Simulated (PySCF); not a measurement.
CCl3, SMILES Cl[C](Cl)Cl, multiplicity 2. Atoms are numbered in the order given.

```xyz
4

Cl    -1.4716    -0.8496    -0.0324
C      0.0000     0.0000     0.2758
Cl     1.4716    -0.8496    -0.0324
Cl     0.0000     1.6993    -0.0324
```
Charge 0, spin multiplicity 2.

Geometry: B3LYP-D3(BJ)/def2-SVP. The isomer is the one that the SMILES or the coordinates give; other isomers of the formula were not compared.

Level of theory: SMD-ωB97X/def2-SVP run with PySCF.

Solvation free energies are E(SMD) − E(gas) at the gas-phase geometry, for 1 M in both phases. In vacuum the dipole moment is 0.20 D.

```tsv
solvent	ΔG(solv) (kcal/mol)	its non-electrostatic (CDS) part	dipole (D)
water	2.0	2.2	0.21
ethylethanoate	-1.8	-1.7	0.21
dimethylsulfoxide	?	?	?
```

Task: Complete the blanks. (Estimate from the structure and the level; the computed values follow.)

Result: 
- dimethylsulfoxide, ΔG(solv) (kcal/mol): -0.8
- dimethylsulfoxide, its non-electrostatic (CDS) part: -0.6
- dimethylsulfoxide, dipole (D): 0.21
